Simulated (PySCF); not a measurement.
C₅H₅FO, SMILES O=C[C@]1(F)C=CC1. Coordinates come from a r2SCAN-D4/def2-SVP optimisation. The structure was generated by enumeration; whether it is a known compound was not checked. The values are those of a single conformer.

Computed equilibrium geometry at r2SCAN-D4/def2-SVP (PySCF confirms it by a frequency run) as bond lengths and angles (one conformer of several):
Atoms: O1 C2 C3 F4 C5 C6 C7 H8 H9 H10 H11 H12. Bonded distances (Å): O1–C2 1.203, C2–C3 1.524, C2–H8 1.125, C3–F4 1.381, C3–C5 1.515, C3–C7 1.561, C5–C6 1.346, C5–H9 1.093, C6–C7 1.513, C6–H10 1.094, C7–H11 1.102, C7–H12 1.102. Bond angles (°): O1–C2–C3 124.4, O1–C2–H8 122.9, C3–C2–H8 112.7, C2–C3–F4 107.3, C2–C3–C5 113.8, C2–C3–C7 114.7, F4–C3–C5 117.1, F4–C3–C7 116.6, C5–C3–C7 86.7, C3–C5–C6 92.8, C3–C5–H9 131.7, C6–C5–H9 135.2, C5–C6–C7 95.1, C5–C6–H10 133.1, C7–C6–H10 131.7, C3–C7–C6 84.9, C3–C7–H11 116.2, C3–C7–H12 110.6, C6–C7–H11 117.6, C6–C7–H12 114.9, H11–C7–H12 110.5.
Charge 0, spin multiplicity 1.
